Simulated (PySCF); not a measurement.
## N(2+): excitation energy

N(2+) [He] 2s2 2p1 (2P) → N(2+) [He] 2s1 2p2 (4P), as a difference of total energies. Computed with PySCF 2.14 in def2-TZVPPD, with the non-relativistic Hamiltonian (point nucleus). Correlated levels: valence: 1s2 frozen; valence and next inner shell: nothing frozen. The calculations carry no spin-orbit coupling.

| method | excitation energy (eV) |
| --- | --- |
| UHF | 5.142 |
| LDA | 6.518 |
| PBE | 6.592 |
| PBE0 | 6.469 |
| r2SCAN | 5.814 |
| B3LYP | 6.963 |
| wB97M-V | 7.064 |
| PW91 | 6.578 |
| PBEsol | 6.433 |
| ROHF | 5.019 |
| MP2 (valence) | 6.333 |
| SCS-MP2 (valence) | 6.767 |
| MP2 (valence and next inner shell) | 6.327 |
| SCS-MP2 (valence and next inner shell) | 6.764 |

**Question.** How much does correlation contribute at MP2 (valence and next inner shell)?

**Answer.** 6.327 − (5.142) = 1.185 eV, measured against UHF.
